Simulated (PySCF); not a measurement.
Output of ΔSCF core-hole calculations on `C([N+](C)([AlH3-])C)C(F)(F)F`.

Method used: delta-SCF UKS SCAN, pcX-2 on the ionised atom, pcseg-1 elsewhere, spin-free X2C in PySCF 2.14.0. The program numbers atoms from 0. The cycles run on a coarse integration grid; for E(ground) and E(ion) the exchange–correlation energy is redone on a finer one, so they differ from the last cycle, and only they enter the binding energy.

Atom n of the output is atom n + 1 of `[CH3:1][N+:2]([CH3:3])([AlH3-:4])[CH2:5][C:6]([F:7])([F:8])[F:9]`.

```
ground state, core basis on atom 0 (C), 216 functions
  cycle   1  E = -756.09830227  |g| = 8.21e-01
  cycle   2  E = -755.92943479  |g| = 1.33e+00
  cycle   3  E = -756.22309419  |g| = 1.06e-01
  cycle   4  E = -756.22520819  |g| = 4.63e-02
  cycle   5  E = -756.22570590  |g| = 7.60e-03
  cycle   6  E = -756.22571900  |g| = 3.59e-03
  cycle   7  E = -756.22571990  |g| = 1.66e-03
  cycle   8  E = -756.22572321  |g| = 3.38e-04
  E(ground) = -756.25975387 Eh
hole in C 1s of atom 0
  cycle   1  E = -744.92274804  |g| = 1.50e+00
  cycle   2  E = -741.93022356  |g| = 2.52e+00
  cycle   3  E = -745.17563651  |g| = 7.64e-01
  cycle   4  E = -745.41273290  |g| = 4.09e-01
  cycle   5  E = -745.47472109  |g| = 1.34e-01
  cycle   6  E = -745.48173932  |g| = 3.52e-02
  cycle   7  E = -745.48219885  |g| = 1.45e-02
  cycle   8  E = -745.48225881  |g| = 6.82e-03
  cycle   9  E = -745.48228174  |g| = 1.98e-03
  cycle  10  E = -745.48228428  |g| = 1.22e-03
  cycle  11  E = -745.48228557  |g| = 4.86e-04
  E(ion) = -745.51577779 Eh   <S^2> = 0.7706   hole on atom = 1.000
```

Question: What is the C 1s binding energy of atom 0?

Answer: (-745.515778 − (-756.259754)) Eh × 27.2114 eV/Eh = 292.36 eV, for the N-methyl carbon.

```
ground state, core basis on atom 3 (Al), 227 functions
  cycle   1  E = -756.29406564  |g| = 2.41e-01
  cycle   2  E = -756.29415902  |g| = 4.34e-02
  cycle   3  E = -756.29414584  |g| = 3.34e-02
  cycle   4  E = -756.29427710  |g| = 1.26e-02
  cycle   5  E = -756.29431136  |g| = 7.53e-04
  cycle   6  E = -756.29431335  |g| = 2.59e-04
  E(ground) = -756.29258623 Eh
hole in Al 1s of atom 3
  cycle   1  E = -697.74838057  |g| = 3.97e+00
  cycle   2  E = -698.12158503  |g| = 1.91e+00
  cycle   3  E = -698.64120728  |g| = 4.55e-01
  cycle   4  E = -698.72234682  |g| = 2.61e-01
  cycle   5  E = -698.75187871  |g| = 1.03e-01
  cycle   6  E = -698.75676654  |g| = 2.16e-02
  cycle   7  E = -698.75692887  |g| = 8.51e-03
  cycle   8  E = -698.75695519  |g| = 3.32e-03
  cycle   9  E = -698.75695879  |g| = 1.37e-03
  cycle  10  E = -698.75695910  |g| = 2.65e-04
  E(ion) = -698.75926719 Eh   <S^2> = 0.7522   hole on atom = 1.000
```

Question: What is the Al 1s binding energy of atom 3?

Answer: (-698.759267 − (-756.292586)) Eh × 27.2114 eV/Eh = 1565.56 eV, for the aluminium bonded to N and 3 H.

The ground state is recomputed for each atom, because the flexible core basis sits on the ionised atom alone; energies of different blocks can't be mixed. The structure is a single PBE0-D3(BJ)/def2-SVP conformer in the gas phase; no vibrational or solvent corrections.

Conformer computed: `[CH3:1][N+:2]([CH3:3])([AlH3-:4])[CH2:5][C:6]([F:7])([F:8])[F:9]`: C1–N2–C5–C6 -60°, N2–C5–C6–F7 -176°.
Labels such as C1 count atoms from 1, the log's own numbers from 0.
